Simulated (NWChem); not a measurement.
System: C2H6Cd; SMILES [CH3][Cd][CH3]

Input file for NWChem:

```
start job
memory heap 200 mb stack 900 mb global 1100 mb
geometry units angstroms noautosym nocenter noautoz
  Cd    -0.006300     0.000630     0.004340
  C     -0.004747     2.116634     0.003269
  H      0.152013     2.510774    -1.013000
  H      0.797113     2.511128     0.646796
  H     -0.962896     2.511787     0.375583
  C     -0.009415    -2.115378     0.005808
  H     -0.830227    -2.508717    -0.614173
  H     -0.137535    -2.508923     1.026349
  H      0.936896    -2.512332    -0.393797
end
basis spherical
  Cd library def2-svp
  C library def2-svp
  H library def2-svp
end
ecp
  Cd library def2-ecp
end
dft
  xc b3lyp
  iterations 150
end
property
  response 1 0.0773
end
task dft property
```

Output (shortened):

```
             Northwest Computational Chemistry Package (NWChem) 7.3.0
             --------------------------------------------------------

                             Geometry "geometry" -> ""
                             -------------------------

 Output coordinates in angstroms (scale by  1.889725989 to convert to a.u.)

  No.       Tag          Charge          X              Y              Z
 ---- ---------------- ---------- -------------- -------------- --------------
    1 Cd                  48.0000    -0.00630000     0.00063000     0.00434000
    2 C                    6.0000    -0.00474700     2.11663400     0.00326900
    3 H                    1.0000     0.15201300     2.51077400    -1.01300000
    4 H                    1.0000     0.79711300     2.51112800     0.64679600
    5 H                    1.0000    -0.96289600     2.51178700     0.37558300
    6 C                    6.0000    -0.00941500    -2.11537800     0.00580800
    7 H                    1.0000    -0.83022700    -2.50871700    -0.61417300
    8 H                    1.0000    -0.13753500    -2.50892300     1.02634900
    9 H                    1.0000     0.93689600    -2.51233200    -0.39379700

 Effective nuclear repulsion energy (a.u.)     228.7380420092

                                 NWChem DFT Module
                                 -----------------

 Summary of "ao basis" -> "ao basis" (spherical)
 ------------------------------------------------------------------------------
       Tag                 Description            Shells   Functions and Types
 ---------------- ------------------------------  ------  ---------------------
 Cd                         def2-svp                11       31   5s3p2d1f
 C                          def2-svp                 6       14   3s2p1d
 H                          def2-svp                 3        5   2s1p

            General Information
            -------------------
          SCF calculation type: DFT
          Wavefunction type:  closed shell.
          No. of atoms     :     9
          No. of electrons :    38
           Alpha electrons :    19
            Beta electrons :    19
          Charge           :     0
          Spin multiplicity:     1
          Use of symmetry is: off; symmetry adaption is: off
          Maximum number of iterations: 150
          AO basis - number of functions:    89
                     number of shells:    41
          Convergence on energy requested:  1.00D-06
          Convergence on density requested:  1.00D-05
          Convergence on gradient requested:  5.00D-04

              XC Information
              --------------
                         B3LYP Method XC Potential
                     Hartree-Fock (Exact) Exchange  0.200
                        Slater Exchange Functional  0.800 local
                    Becke 1988 Exchange Functional  0.720 non-local
              Lee-Yang-Parr Correlation Functional  0.810
                  VWN I RPA Correlation Functional  0.190 local

             Grid Information
             ----------------
          Grid used for XC integration:  medium
          Radial quadrature: Mura-Knowles
          Angular quadrature: Lebedev.
          Tag              B.-S. Rad. Rad. Pts. Rad. Cut. Ang. Pts.
          ---              ---------- --------- --------- ---------
          Cd                  1.55      123           9.0       590
          C                   0.70       49          12.0       434
          H                   0.35       45          13.0       434
          Grid pruning is: on
          Number of quadrature shells:   491
          Spatial weights used:  Erf1

      Superposition of Atomic Density Guess
      -------------------------------------

 Sum of atomic energies:        -270.21898113

      Non-variational initial energy
      ------------------------------

 Total energy =    -246.390868
 1-e energy   =    -623.127709
 2-e energy   =     264.795736
 HOMO         =      -0.290135
 LUMO         =       0.002275

   convergence    iter        energy       DeltaE   RMS-Dens  Diis-err
 ---------------- ----- ----------------- --------- --------- ---------
 d= 0,ls=0.0,diis     1   -247.4954717122 -3.59D+02  1.00D-02  2.43D-01
 d= 0,ls=0.0,diis     2   -247.5167923279 -2.13D-02  3.88D-03  8.63D-02
 d= 0,ls=0.0,diis     3   -247.5250693075 -8.28D-03  1.45D-03  2.90D-02
 d= 0,ls=0.0,diis     4   -247.5289899566 -3.92D-03  1.29D-04  1.89D-04
 d= 0,ls=0.0,diis     5   -247.5290074219 -1.75D-05  5.05D-05  1.56D-05
  Resetting Diis
 d= 0,ls=0.0,diis     6   -247.5290089743 -1.55D-06  9.14D-06  6.30D-07
 d= 0,ls=0.0,diis     7   -247.5290090693 -9.50D-08  4.33D-07  5.10D-10

         Total DFT energy =     -247.529009069293
      One electron energy =     -625.706165985289
           Coulomb energy =      294.764185637487
    Exchange-Corr. energy =      -28.528133297155
 Nuclear repulsion energy =      111.941104575664

 Numeric. integr. density =       38.000003448309

                       DFT Final Molecular Orbital Analysis
                       ------------------------------------

[...]

 DFT Linear Response polarizability / au
 Frequency  =       0.0773000 / au
 Wavelength =     589.4353558 / nm
              X              Y              Z
 -----------------------------------------------
 X      43.9641531      0.0418144     -0.0000630
 Y       0.0418139     80.7819629     -0.0218205
 Z      -0.0000634     -0.0218205     43.9634848
 -----------------------------------------------
 Eigenvalues =      43.9641079     80.7820233     43.9634696
 Isotropic   =      56.2365336
 Anisotropic =      36.8182346
 -----------------------------------------------

 Magnetic Dipole Response Matrix (nonzero elements):
```

Level: B3LYP/def2-SVP with def2 effective core potentials on Cd. Coordinates come from a PBE0/def2-SVP optimisation. def2 effective core potentials on Cd; no spin-orbit coupling.
